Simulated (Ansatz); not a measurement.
Gas-phase electronic energies from Ansatz, PBE0-D4/def2-TZVP geometries. CBS: MP2 limit from def2 TZ/QZ plus the TZ coupled-cluster correction, frozen cores. This one scheme is used for every species. Functionals use def2-TZVPP. B3LYP here is the variant with VWN-RPA as its local correlation; programs differ in this. One conformer a species, not always the lowest.

Reaction (formal exchange of groups at a B–O bond): `BO[SiH](O)[SiH3]` + `B1CCN1` → `BC1BNC1` + `O[SiH](O)[SiH3]`

```
        level  ΔE (kJ/mol)
        B3LYP        110.0
HF/def2-TZVPP        125.7
 HF/CBS(def2)        126.5
MP2/CBS(def2)        102.0
```

What does CCSD(T)/CBS give? (Best estimate.)

The calculation gave: +105.2 kJ/mol. The listed levels differ from it by 4.8, 20.5, 21.3, -3.2 kJ/mol.

Largest T1 diagnostic among the species: 0.014.

From PBE to PBE0 (25 % exact exchange), in def2-TZVPP and without D4, ΔE moves by +4.0 kJ/mol. In def2-TZVPP, CCSD(T) changes the Hartree–Fock value by −18.6 kJ/mol (the triples alone add −2.7 kJ/mol) and MP2 by −21.8 kJ/mol.
